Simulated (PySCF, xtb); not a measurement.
1,3-dichlorobuta-1,2-diene (C4H4Cl2), SMILES CC(Cl)=C=CCl.

Harmonic wavenumbers (cm⁻¹) from GFN2-xTB (xtb) at its own minimum, in rising order: 83, 103, 142, 218, 283, 366, 447, 484, 607, 712, 752, 949, 1024, 1078, 1152, 1378, 1386, 1450, 1462, 2039, 3017, 3029, 3050, 3058.

Q: What does PySCF 2.14.0 with PBE-D3(BJ)/def2-SVP give at its own minimum? (The exact figures need the calculation; the answer reports its results.)

A: 88, 104, 184, 235, 290, 380, 479, 515, 621, 736, 763, 919, 997, 1063, 1166, 1325, 1348, 1388, 1410, 2011, 2974, 3056, 3094, 3108. Paired by order, the mean absolute difference is 28 cm⁻¹ and the zero-point energies are 40.4 and 40.4 kcal/mol.
